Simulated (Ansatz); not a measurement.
`[CH3][V](=[O])([OH])[Cl]` + HCl → `[CH3][V](=[O])([Cl])[Cl]` + H₂O at 500 K and 1 bar (ligand exchange at a V–O bond).

Program: Ansatz. Geometries: PBE0-D4/def2-TZVP. ΔE: electronic, gas phase. CCSD(T)/CBS adds triple-zeta CCSD(T) − MP2 to the extrapolated MP2 energy (def2 sets, frozen cores). This one scheme is used for every species. For V outer-core shells are correlated without core-valence functions, which leaves a few kJ/mol of doubt a bond. Scalar relativity is left out up to krypton. One conformer a species, not always the lowest.

```csv
species,CCSD(T)/CBS energy (Eh),H − E (kJ/mol),S (J/(mol·K))
`[CH3][V](=[O])([OH])[Cl]`,-1594.15676,189.5,421.8
HCl,-460.38127,32.5,201.9
`[CH3][V](=[O])([Cl])[Cl]`,-1978.17138,155.5,422.4
H₂O,-76.37941,73.2,206.3
```

H − E and S are ideal-gas, rigid-rotor, harmonic terms from PBE0-D4/def2-TZVP, for one conformer and one mirror image of each species. 1 Eh = 2625.50 kJ/mol, R = 8.31446 J/(mol·K).

By hand: ΔE, ΔH, ΔS and ΔG.

ΔE = (-1978.17138) + (-76.37941) − (-1594.15676) − (-460.38127) = -0.01276 Eh = -33.5 kJ/mol. Δ(H − E) = 155.5 + 73.2 − 189.5 − 32.5 = 6.7, so ΔH = -26.8 kJ/mol. ΔS = 422.4 + 206.3 − 421.8 − 201.9 = 5.0 J/(mol·K). ΔG = -26.8 − 500 × (5.0)/1000 = -29.3 kJ/mol.

By hand: the equilibrium constant, and the temperature at which ΔG would vanish if ΔH and ΔS stayed fixed.

log₁₀ K = −ΔG/(RT ln 10) = 3.1. ΔH and −TΔS have one sign here, so there is no such temperature. One of them is within its doubt of zero, so this could turn.

The number of gas molecules stays the same, so ΔS is small and ΔH decides. A doubt of 5 kJ/mol in ΔE shifts log₁₀ K by 0.5 here. Other conformers and mirror images would add mixing entropy, several J/(mol·K) or more a flexible species. These are equilibria of isolated gas molecules and say nothing of rates. Largest T1 diagnostic: 0.031 (customary marks: 0.02 for closed shells, 0.045 for open ones).
